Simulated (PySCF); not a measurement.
Al(F)(GeH3)(OH) (AlFGeH4O), SMILES [OH][Al]([F])[GeH3]. Heavy atoms are numbered as in [Al:1]([F:2])([GeH3:3])[OH:7]. Hydrogens are named by the atom that carries them.

Geometry optimised at PBE0-D3(BJ)/def2-SVP. The structure was generated by enumeration; whether it is a known compound was not checked. Other conformers were not sampled.

Method: PBE0/pcSseg-1 (PySCF).

GIAO shieldings, no solvent; atoms alike by connectivity are averaged. δ = σ(ref) − σ: ¹⁹F against CFCl3 (σ = 167.2 ppm); ⁷³Ge against GeH4 (σ = 1658.3 ppm); ¹H against TMS (σ = 31.56 ppm); ¹⁷O against H2O (σ = 334.2 ppm), references at their B3LYP-D3(BJ)/def2-TZVP geometries, non-relativistic.

```tsv
nucleus	atoms	count	δ (ppm)
¹⁹F	F2	1	-138.4
⁷³Ge	Ge3 (GeH3)	1	-98.2
¹H	H on Ge3	3	3.50
¹H	H on O7	1	2.63
¹⁷O	O7 (OH)	1	56.8
```
